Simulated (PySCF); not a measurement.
## Vibration and rotation of AgB

RHF-CCSD(T) constants of AgB, ¹Σ⁺ (singlet), closed shell (PySCF, spin-free X2C with a Gaussian nucleus, basis sets Ag x2c-TZVPPall, B x2c-TZVPPall; masses 106.9051 and 11.0093 u):

| Property | Result |
| --- | --- |
| ωe | 458.7 cm⁻¹ |
| ωexe | 3.63 cm⁻¹ |
| Be | 0.39815 cm⁻¹ |
| αe | 0.00455 cm⁻¹ |
| De to Ag (4d10 5s1) + B | 1.87 eV |

Task: What force constant and bond length do these constants imply?

Result: Reduced mass μred = 9.9814 u; k = 5.8918×10⁻⁷·μred·ωe² (u, cm⁻¹, mdyn/Å) = 1.24 mdyn/Å; Re = √(16.8576/(μred·Be)) (u, cm⁻¹, Å) = 2.060 Å.

Task: Estimate the centrifugal constant D from the Kratzer relation and find the Dunham coefficient a1.

Result: D = 4Be³/ωe² = 1.2e-06 cm⁻¹; a1 = −1 − αeωe/(6Be²) = -3.19.

Correlated steps freeze 15 core orbitals. Spin–orbit coupling is left out, which matters for elements this heavy, above all for dissociation energies. Where the molecule has an RHF reference, its open-shell atoms are computed with UHF. The CCSD T1 diagnostic is raised, a sign that a single reference may not be enough here.
